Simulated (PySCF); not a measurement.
Dipole moment and polarisability of `Fc1nncn1C1CC1`

Species: C5H6FN3.
Numbering: `[F:1][c:2]1[n:3][n:4][cH:5][n:6]1[CH:7]1[CH2:8][CH2:9]1` (hydrogens: H10 on C5; H11 on C7; H12, H13 on C8; H14, H15 on C9)

Cartesian coordinates in Å at the GFN2-xTB level; atoms count from 1:
```xyz
15
C5H6FN3 angstrom
F      1.3218    2.2240   -1.2615
C      1.6604    1.0720   -0.7155
N      2.8516    0.5866   -0.5949
N      2.7188   -0.6015    0.0186
C      1.4593   -0.8040    0.2521
N      0.7074    0.2440   -0.1985
C     -0.6981    0.4611   -0.1618
C     -1.4935   -0.0279    1.0118
C     -1.6328   -0.7013   -0.3196
H      1.0614   -1.6726    0.7325
H     -0.9583    1.4102   -0.6138
H     -2.3001    0.5936    1.3674
H     -0.9661   -0.5483    1.7962
H     -1.2002   -1.6819   -0.4461
H     -2.5359   -0.5459   -0.8887
```

Level: PBE0/def2-SVPD (PySCF), static field, nuclei fixed, core orbitals frozen in the response. The polarisability tensor in these axes (au):

```
x   89.75  2.65 -4.88
y    2.65 70.36 -7.63
z   -4.88 -7.63 60.14
```

Problem. Give the principal values, the mean and the anisotropy Δα = √{½[(α1 − α2)² + (α2 − α3)² + (α1 − α3)²]}.

Solution. Principal values 55.78, 73.17 and 91.29 au; mean 73.42 au = 10.88 Å³ = 12.10 × 10⁻⁴⁰ C²·m²/J; Δα = 30.75 au (42 % of the mean).

Problem. What is the dipole moment, and where does it point?

Solution. (-6.23, -0.59, 0.95) D, 6.33 D in size, pointing from the negative to the positive side. Measured along this direction, the outermost atoms are N3 at the negative end and H15 and H12 at the positive end.

Problem. Directions of the eigenvectors, and the extent of the frame along each?

Solution. Largest value along (0.96, 0.19, -0.20), where the nuclei span 5.34 Å; middle along (-0.26, 0.87, -0.41), 4.16 Å; least along (0.09, 0.45, 0.89), 2.54 Å. The response follows the extents in order.

Problem. What are the principal values of the traceless quadrupole moment, Θ = ½Σq(3rr − r²1), about the centre of nuclear charge?

Solution. -9.18, 4.54, 4.64 D·Å. The values depend on the origin, since the dipole doesn't vanish. The electronic extent ⟨r²⟩ about the same centre is 1101 bohr², a root-mean-square distance of 2.16 Å for the 66 electrons.

Problem. Refractivity n − 1 of an ideal gas of it at 400 K and 1 atm, from the electronic α?

Solution. N = p/kT = 1.8347 × 10¹⁹ cm⁻³, so n − 1 = 2π × N × 10.88 × 10⁻²⁴ cm³ = 1254 × 10⁻⁶ at long wavelengths.

Problem. Find the Langevin capture rate constant for H3+ (3.023 u) meeting this molecule (127.055 u), k = 2.342 × 10⁻⁹ cm³/s × √(α in Å³ / reduced mass in u).

Solution. The reduced mass is 2.95 u, so k = 4.50 × 10⁻⁹ cm³/s. The formula leaves out the permanent dipole, which adds to the capture rate.

Problem. Molar refractivity from α?

Solution. Lorentz–Lorenz: R = (4π/3)N_A α = 2.5225 cm³/(mol·Å³) × 10.88 Å³ = 27.4 cm³/mol, in the limit of long wavelengths.

One conformer (not necessarily the lowest) at the GFN2-xTB geometry, without solvent, vibrations or thermal averaging.

The run behind these numbers computed excited states as well. Cost: about 1.7 min of CPU time on one thread; the machine was shared, so the figure is rough.
